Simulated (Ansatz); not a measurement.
```yaml
crystal:
  periodic: [false, false, false]
  atoms:
    - {symbol: Si, position_ang: [-0.698725, -0.857185, 1.899692]}
    - {symbol: Si, position_ang: [2.217876, -0.934305, -0.639655]}
    - {symbol: Si, position_ang: [-0.993720, 2.011930, -0.560564]}
    - {symbol: Si, position_ang: [-2.213032, 0.521865, 0.432759]}
    - {symbol: Si, position_ang: [0.649030, 0.261515, -1.945952]}
    - {symbol: Si, position_ang: [0.492989, -1.939881, 0.813349]}
    - {symbol: H, position_ang: [-1.352822, -1.851752, 2.919766]}
    - {symbol: H, position_ang: [0.141344, 0.272888, 3.037342]}
    - {symbol: H, position_ang: [2.781919, -1.770009, -1.556555]}
    - {symbol: H, position_ang: [2.985262, 0.075743, -0.118032]}
    - {symbol: H, position_ang: [-1.340584, 2.939386, -1.496692]}
    - {symbol: H, position_ang: [0.406108, 2.724016, 0.161900]}
    - {symbol: H, position_ang: [-2.832829, -0.681940, -0.150750]}
    - {symbol: H, position_ang: [-2.843190, 1.145741, 1.489564]}
    - {symbol: H, position_ang: [-0.120825, -0.739946, -2.933990]}
    - {symbol: H, position_ang: [1.126397, 1.395785, -2.807307]}
    - {symbol: H, position_ang: [1.457392, -2.888133, 1.484646]}
basis:
  gaussian: {orbitals: "6-31G*"}
magnetization: {spin_polarized: true, initial_magnetization: 1}
hamiltonian: {xc: {name: wB97X-V}}
scf: {omitted_lower_state_checks: [starts]}
output: {forces: true}
```

```sh
$ ansatz run in.yaml --threads 4 --pin off --events-out ev --progress --plain --max-ram 4787MiB
```

It prints (some lines left out):

```
Functional definition: wB97X-V
1344 factors; integrals over basis functions are off by at most 6.2e-4 eV
473 factors; integrals over basis functions are off by at most 4.0e-6 eV
mean field evaluation 1: about -47427.1390 eV, gradient 9.0e0 eV
mean field evaluation 2: about -47428.1206 eV, gradient 2.9e0 eV
mean field evaluation 4: about -47428.2493 eV, gradient 3.2e-1 eV
mean field evaluation 8: about -47428.4682 eV, gradient 4.1e-2 eV
mean field evaluation 16: about -47428.4683 eV, gradient 3.8e-4 eV
mean field -47428.46831467 eV, -1742.9640623935 hartree, gradient 6.6e-5 eV, S^2 0.758142; 0 other end points of the search recorded, 0 dependent functions left out
reference -47428.46831218 eV, -1742.9640623020 hartree; 48, 47 occupied and 88, 89 virtual orbitals, 1344 factors
Total energy: -47428.46831218 eV, -1742.9640623020 hartree
Atom 0 at    -0.698725    -0.857185     1.899692 Å, force    -4.686033     6.473610     6.499677 eV/Å
Atom 1 at     2.217876    -0.934305    -0.639655 Å, force    -5.121741     0.471537     0.657428 eV/Å
Atom 2 at    -0.993720     2.011930    -0.560564 Å, force     6.364218    -1.544711     0.096699 eV/Å
Atom 3 at    -2.213032     0.521865     0.432759 Å, force     1.254945    -2.950991     1.614830 eV/Å
Atom 4 at     0.649030     0.261515    -1.945952 Å, force    -1.798320     0.950309    -0.446698 eV/Å
Atom 5 at     0.492989    -1.939881     0.813349 Å, force     7.616739    -4.640169    -5.203866 eV/Å
Atom 6 at    -1.352822    -1.851752     2.919766 Å, force     0.089752     0.866373    -0.892980 eV/Å
Atom 7 at     0.141344     0.272888     3.037342 Å, force    -1.167594    -1.661313    -1.795950 eV/Å
Atom 8 at     2.781919    -1.770009    -1.556555 Å, force     1.587403    -2.043262    -1.683866 eV/Å
Atom 9 at     2.985262     0.075743    -0.118032 Å, force     1.878301     1.681004     1.315960 eV/Å
Atom 10 at    -1.340584     2.939386    -1.496692 Å, force    -1.274808     1.917679    -1.993815 eV/Å
Atom 11 at     0.406108     2.724016     0.161900 Å, force    -2.456294    -1.159665    -0.532461 eV/Å
Atom 12 at    -2.832829    -0.681940    -0.150750 Å, force    -0.504650     0.365249    -0.625801 eV/Å
Atom 13 at    -2.843190     1.145741     1.489564 Å, force    -2.054396     0.903185     1.777156 eV/Å
Atom 14 at    -0.120825    -0.739946    -2.933990 Å, force     0.615945     0.964850     1.069504 eV/Å
Atom 15 at     1.126397     1.395785    -2.807307 Å, force     0.323091    -0.354415    -0.128095 eV/Å
Atom 16 at     1.457392    -2.888133     1.484646 Å, force    -0.666559    -0.239269     0.272278 eV/Å
Dipole moment:    -0.187379    -0.022652    -0.006265 e Å
Checks for a lower state left out: starts
```

It took 11 s on 4 threads of Intel Xeon 6975P-C on a shared host, peak host memory 1.1 GiB.

The 6-31G sets use Cartesian d functions.
